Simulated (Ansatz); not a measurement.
Relaxation of C3H9AlSi (14 atoms, charge 0, multiplicity 1), to a largest force component of 0.015 eV/Å in at most 40 steps.

All numbers below come from RKS B3LYP-D4/def2-SVP in Ansatz.

```xyz
14
Properties=species:S:1:pos:R:3
C -1.784 1.375 -0.005
Al -0.509 0.668 1.264
C 1.065 -0.326 0.585
C 0.922 -1.655 0.008
Si 1.205 -0.351 -1.308
H -2.261 0.613 -0.627
H -1.302 2.152 -0.680
H -2.604 1.945 0.537
H -0.730 0.863 2.877
H 2.097 -0.207 1.096
H -0.216 -2.013 0.053
H 1.696 -2.380 0.180
H 2.464 -0.604 -1.909
H -0.056 -0.110 -2.044
```

Task: Where does it end, and by what steps?

Result: It converged. The force dipped under the threshold on the way, but the program's further checks kept it going. After 23 steps the energy has fallen by 0.829 eV; H9 moved furthest, 1.75 Å.

| step | energy less start (eV) | largest force component (eV/Å) | accepted |
| --- | --- | --- | --- |
| 0 | 0.0000 | 3.762 | yes |
| 1 | -0.5567 | 1.317 | yes |
| 2 | -0.6579 | 0.431 | yes |
| 3 | -0.6917 | 0.279 | yes |
| 4 | -0.7259 | 0.200 | yes |
| 5 | -0.7508 | 0.170 | yes |
| 6 | -0.7622 | 0.336 | yes |
| 7 | -0.7973 | 0.079 | yes |
| 8 | -0.8126 | 0.125 | yes |
| 9 | -0.8196 | 0.206 | yes |
| 10 | -0.8244 | 0.141 | yes |
| 11 | -0.8274 | 0.039 | yes |
| 12 | -0.8276 | 0.047 | yes |
| 13 | -0.8280 | 0.025 | yes |
| 14 | -0.8281 | 0.036 | yes |
| 15 | -0.8284 | 0.014 | yes |
| 16 | -0.8286 | 0.026 | yes |
| 17 | -0.8287 | 0.031 | yes |
| 18 | -0.8289 | 0.042 | yes |
| 19 | -0.8290 | 0.040 | yes |
| 20 | -0.8290 | 0.060 | no |
| 21 | -0.8292 | 0.024 | yes |
| 22 | -0.8293 | 0.022 | yes |
| 23 | -0.8294 | 0.011 | yes |

```xyz
14
Properties=species:S:1:pos:R:3
C -2.014 1.137 0.183
Al -0.277 0.979 1.083
C 0.927 -0.467 0.654
C 0.599 -1.709 -0.204
Si 1.502 -0.398 -1.158
H -2.239 0.287 -0.483
H -2.063 2.058 -0.425
H -2.837 1.212 0.917
H 0.225 2.098 2.094
H 1.787 -0.595 1.328
H -0.458 -1.893 -0.432
H 1.136 -2.632 0.046
H 2.943 -0.560 -1.461
H 0.755 0.454 -2.115
```

Time of the run: 90 s on 2 threads of Arm Neoverse V1, on a shared host, peak memory 0.3 GiB.
